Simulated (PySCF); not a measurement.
C₃H₂O, SMILES O=c1cc1. Atoms are numbered in the order given.

```xyz
6

O      0.0000     0.0000     1.5386
C      0.0000     0.0000     0.3380
C      0.0000     0.6738    -0.9322
C      0.0000    -0.6738    -0.9322
H      0.0000     1.5575    -1.5751
H      0.0000    -1.5575    -1.5751
```
Charge 0, spin multiplicity 1.

The structure is a stationary point at B3LYP-D3(BJ)/def2-SVP.

Calculation: B3LYP-D3(BJ)/def2-SVP run with PySCF.

Frequencies are harmonic and unscaled.

```
mode  ν (cm⁻¹)  IR (km/mol)  Raman (Å⁴/amu)  depolarisation  moving atoms (share of kinetic energy)
----  --------  -----------  --------------  --------------  --------------------------------------
1          477         10.6             0.4            0.75                  H 48 %, C 40 %, O 12 %
2          526          0.5            11.5            0.75                  C 50 %, H 27 %, O 24 %
3          773         56.0             0.5            0.75                          C 55 %, H 40 %
4          835         40.6             6.5            0.75                          C 71 %, H 26 %
5          852          0.7            15.1            0.55                  H 66 %, C 17 %, O 16 %
6          992          0.0             0.1            0.75                          H 69 %, C 31 %
7         1047          5.4             9.1            0.09                  C 42 %, H 31 %, O 27 %
8         1152         14.9             0.4            0.75                          C 61 %, H 39 %
9         1584         11.8            31.6            0.10                           C 89 %, H 9 %
10        1986        600.4            12.9            0.44                          C 73 %, O 26 %
11        3191          0.3           117.1            0.75                           H 92 %, C 8 %
12        3224          2.0           193.9            0.13                          H 88 %, C 12 %
```
